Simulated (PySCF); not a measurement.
**C₆ coefficients of unlike pairs at B97-3**

Calculated with PySCF 2.14 from the dipole response of each species, C₆(A,B) = (3/π) ∫ α_A(iu) α_B(iu) du, in atomic units, from isotropic polarisabilities. For ions this is the dispersion term alone; charge-induced terms of lower order in 1/R come first.

| species | configuration | basis | relativity | α (bohr³) | C₆ (like pair) |
| --- | --- | --- | --- | --- | --- |
| Br³⁺ | [Ar] 3d10 4s2 4p2 (3P) | def2-TZVPPD (7s6p5d1f) | none | 6.231 | 23.01 |
| Si⁺ | [Ne] 3s2 3p1 (2P) | aug-cc-pCVTZ-DK (8s7p5d3f) | spin-free X2C | 19.20 | 102.0 |
| Ta | [Xe] 4f14 5d3 6s2 (4F) | aug-cc-pwCVTZ-PP with ECP60MDF (8s8p7d4f3g) | core potential | 86.63 | 1128 |
| As⁺ | [Ar] 3d10 4s2 4p2 (3P) | aug-cc-pVQZ-PP with ECP10MDF (7s6p5d3f2g) | core potential | 16.73 | 101.2 |

**Question.** Estimate C₆ for Ta with Br³⁺.

**Answer.** The integral gives 137.4. The combination rule 2 C_A C_B / (C_A α_B/α_A + C_B α_A/α_B) gives 129.5 and the geometric mean 161.1.

No spin-orbit coupling is included.

The other pairs:

| pair | C₆ |
| --- | --- |
| Si⁺, Br³⁺ | 45.31 |
| Ta, Si⁺ | 329.2 |
| As⁺, Si⁺ | 100.6 |
| As⁺, Br³⁺ | 47.04 |
| As⁺, Ta | 316.5 |
